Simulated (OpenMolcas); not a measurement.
# Tm3+: moving or changing the point charges

Tm3+ among 12 point charges of -1 e arranged as a cuboctahedron (Oh), 2.29 Å from the ion.

| Quantity | Value |
| --- | --- |
| Program | OpenMolcas 26.06 |
| Method | SS-CASPT2, IPEA 0.25 Eh, imaginary shift 0.1 Eh (closed shells correlated: 5s 5p) |
| Basis | ANO-RCC-VDZP [7s6p4d2f1g] |
| Scalar Hamiltonian | DKH2, point nucleus |
| Active space | 12 electrons in 7 orbitals (4f) |
| State averaging | 2S+1 = 3 even, 21 roots; 2S+1 = 1 even, 27 roots kept (CI in the orbitals of an earlier block) |
| Spin-orbit coupling | state interaction with AMFI integrals over the reference wave functions |

Runs around this geometry, states (labels of O, the rotations of Oh). Energies in cm-1 above the lowest state or level, χT in cm3 K/mol; under a threefold ground state the first gap can be a small split of the lowest multiplet, not the spin-orbit step.

```tsv
R (Å)	Ground state	First state of that spin	First gap with spin-orbit (degeneracies)	Width of lowest J	χT at 300 K
2.29	3T1	3T1 160	11 (2, 3)	134	7.107
2.42	3T1	3T1 130	10 (2, 3)	108	7.121
2.63	3T1	3T1 78	10 (2, 3)	73	7.134
```

Taking the width of the lowest J multiplet as R^-n, n = -ln(73 / 134) / ln(2.63 / 2.29) = 4.4 between the shortest and longest distance.

Roots that are degenerate in the reference are averaged as groups; the widest CASPT2 spread within a group is 660 cm-1 (the 3-fold group of multiplicity 1 near 9000 cm-1 above the lowest state of its run, R = 2.63). Shifts and gaps below about the spread of the groups concerned are not significant. Point charges carry no covalency, so the field is a model and not that of real ligands. No measured value stands beside these numbers.
